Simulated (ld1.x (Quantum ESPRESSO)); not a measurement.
V, RRKJ: configuration errors across variants

ld1.x (Quantum ESPRESSO) 7.5 input, shortened:

```
&input
   title='V', zed=23., rel=1, dft='PBESOL', iswitch=3,
   config='[Ar] 3d3 4s1 4p1'
 /
 &inputp
   pseudotype=2, tm=.false., lloc=0,
   nlcc=.true., new_core_ps=.true., rcore=1.20
 /
3
4P  2  1   1.00   0.00  3.85  3.85  0.0
3D  3  2   3.00   0.00  1.70  1.70  0.0
4S  1  0   1.00   0.00  3.00  3.00  0.0
 &test
   configts(1)='3d3 4s1 4p1'
 /
```

All-electron excitation energies from the reference (eV): (1) 3d3 4s2 4p0 -3.368; (2) 3d3 4s1 4p0 4.382; (3) 3d3 4s0 4p0 18.585; (4) 3d3 4s0 4p1 8.496; (5) 3d3.5 4s1.5 4p0 -3.316; (6) 3d2 4s2 4p1 2.435; (7) 3d1 4s0 4p0 93.265.

3 further variants failed, have other tests or another functional or relativity, and are left out.

Errors AE − PS in meV (a dash: test not solved or not reliable):

```csv
change,(1),(2),(3),(4),(5),(6),(7),bound ghosts
base,-4.4,-1.8,-23,-8.9,-71,-317,-1742,none
wave 4p (bound): rc 3.85 bohr becomes 4p (bound): rc 5.10 bohr,+1.5,-2.9,-37,-1.9,-57,-307,-1857,none
"all radii but the core radius scaled by about 1.29 (s 3.88, p 4.96, d 2.20 bohr)",-11,+1.2,-70,-27,-44,+149,-735,none
wave 3d (bound): rc 1.70 bohr becomes 3d (bound): rc 2.48 bohr,-4.4,-0.4,-25,-8.8,-26,+171,+1080,none
```

Give the same row for: wave 4s (bound): rc 3.00 bohr becomes 4s (bound): rc 2.08 bohr.

-3.1, -2.0, -19, -7.0, -69, -302, -1722; bound ghosts: none.
